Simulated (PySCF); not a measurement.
A calculated (PBE0, PySCF 2.14, 6-31G*, no relativity, point nucleus) atom or ion has these occupied shells.

| shell | electrons | orbital energy (eV) | rms radius, mean of both spins (bohr) |
| --- | --- | --- | --- |
| 1s α | 1 | -7581.2 | 0.0659 |
| 1s β | 1 | -7581.2 | 0.0659 |
| 2s α | 1 | -919.08 | 0.280 |
| 2s β | 1 | -917.25 | 0.280 |
| 2p α | 3 | -799.50 | 0.250 |
| 2p β | 3 | -797.97 | 0.250 |
| 3s α | 1 | -126.22 | 0.841 |
| 3s β | 1 | -121.78 | 0.841 |
| 3p α | 3 | -90.033 | 0.894 |
| 3p β | 3 | -85.233 | 0.894 |
| 3d α | 5 | -30.146 | 1.11 |
| 3d β | 2 | -27.460 | 1.11 |

Name the element and its charge.

Co²⁺ (cobalt, charge +2), in [Ar] 3d7, high-spin 4F determinant.
